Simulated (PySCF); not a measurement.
Species: C₅H₆O₃.
SMILES with atom numbers: `[CH2:1]=[CH:2][O:3]/[CH:4]=[CH:5]/[O:6][CH:7]=[O:8]` (hydrogens: H9, H10 on C1; H11 on C2; H12 on C4; H13 on C5; H14 on C7)

Method: PySCF, TDDFT wB97X-D/def2-SVPD, vertical, gas phase, core orbitals frozen in the response. Geometry: PBE0-D3(BJ)/def2-SVP, one conformer, isolated molecule. Torsions of this conformer, `[CH2:1]=[CH:2][O:3]/[CH:4]=[CH:5]/[O:6][CH:7]=[O:8]`: C1–C2–O3–C4 180°, C2–O3–C4–C5 180°, C4–C5–O6–C7 2°, C5–O6–C7–O8 0°.

Computed states:

```tsv
state	E (eV)	f
S1	5.49	0.418
S2	5.75	0.0019
S3	6.56	0.232
S4	6.64	0.032
S5	6.78	0.034
S6	6.87	0.134
S7	7.35	0.0035
S8	7.66	0.0009
S9	7.71	0.011
S10	8.08	0.0054
```

Broadening: Gaussians 0.3 eV wide at half height, area fixed by f = 4.319×10⁻⁹ ∫ε dν̃. The cross-section is σ = 3.8235×10⁻²¹ ε cm², given in Mb (10⁻¹⁸ cm²). The width is an assumption, not a result. The curve ends short of the highest state used, and states not computed would add to its high-energy end.

(1) What does the envelope look like, and where are its maxima?

(2) On this curve, what absorbance would a 10⁻⁴ mol/L sample give at 193 nm over a 1 cm path?

## Answers

(1) 
| λ (nm) | σ (Mb) |
| --- | --- |
| 165.8 | 1.56 |
| 168.6 | 1.34 |
| 171.3 | 1.55 |
| 174.1 | 6.97 |
| 176.9 | 27.78 |
| 179.6 | 55.03 |
| 182.4 | 69.69 |
| 185.2 | 82.01 |
| 188.0 | 95.18 |
| 190.7 | 80.34 |
| 193.5 | 42.30 |
| 196.3 | 13.77 |
| 199.0 | 3.04 |
| 201.8 | 0.43 |
| 204.6 | 0.08 |
| 207.3 | 0.21 |
| 210.1 | 1.07 |
| 212.9 | 5.07 |
| 215.6 | 17.95 |
| 218.4 | 48.70 |
| 221.2 | 94.93 |
| 223.9 | 133.69 |
| 226.7 | 142.17 |
| 229.5 | 114.41 |
| 232.2 | 72.58 |
| 235.0 | 35.73 |
| 237.8 | 14.06 |
| 240.5 | 4.70 |
| 243.3 | 1.25 |
| 246.1 | 0.28 |

Maxima: 226 nm (5.49 eV), ε about 38000, made up of S1 (100%); 188 nm (6.59 eV), ε about 25000, made up of S3 (81%) and S4 (11%) (ε in L mol⁻¹ cm⁻¹; maxima over ε = 5, shares over 10%). At its high-energy end, 7.48 eV, the curve is still rising (ε about 410, from S7 and S9).

(2) 193 nm is 6.424 eV, where ε is about 13000 L mol⁻¹ cm⁻¹, so A = ε c l ≈ 1.3 (Beer–Lambert, with the gas-phase spectrum and the assumed width).

All these states lie below the vertical ionisation energy of 8.40 eV (ΔSCF).
